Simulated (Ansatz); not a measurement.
One change: `[CH3][Sc]([Cl])[O][SiH3]` becomes `[CH3][Sc]([NH2])[O][SiH3]`.

Ansatz, PBE0-D4/def2-TZVP geometries, multiplicity 1. Each molecule was computed in one conformer, which needn't be the lowest.

Scalar relativity is left out up to krypton.

```tsv
property	`[CH3][Sc]([Cl])[O][SiH3]`
HOMO–LUMO gap (B3LYP/def2-TZVPP) / eV	4.45
size of the dipole moment (B3LYP/def2-TZVPP) / D	1.60
HOMO energy (PBE/def2-TZVPP) / eV	-6.10
HOMO energy (ωB97M-V/def2-TZVPP) / eV	-9.76
HOMO–LUMO gap (ωB97M-V/def2-TZVPP) / eV	9.03
LUMO energy (B3LYP/def2-TZVPP) / eV	-2.74
```

Problem. What does the change do to each property? (Estimate.)

Solution. Computed: 
```
                                        property  `[CH3][Sc]([NH2])[O][SiH3]`  shift
           HOMO–LUMO gap (B3LYP/def2-TZVPP) / eV                         4.63   0.18
size of the dipole moment (B3LYP/def2-TZVPP) / D                         1.67   0.07
               HOMO energy (PBE/def2-TZVPP) / eV                        -5.58   0.52
           HOMO energy (ωB97M-V/def2-TZVPP) / eV                        -9.24   0.52
         HOMO–LUMO gap (ωB97M-V/def2-TZVPP) / eV                         9.06   0.03
             LUMO energy (B3LYP/def2-TZVPP) / eV                        -2.04   0.70
```

With PBE0 the HOMO rises by 0.54 eV and the LUMO rises by 0.69 eV, so the gap widens by about 0.15 eV. PBE moves the HOMO by 0.52 eV and ωB97M-V by 0.52 eV. Dipoles are sizes alone; their direction can turn.

B3LYP here is the variant with VWN-RPA as its local correlation; programs differ in this.
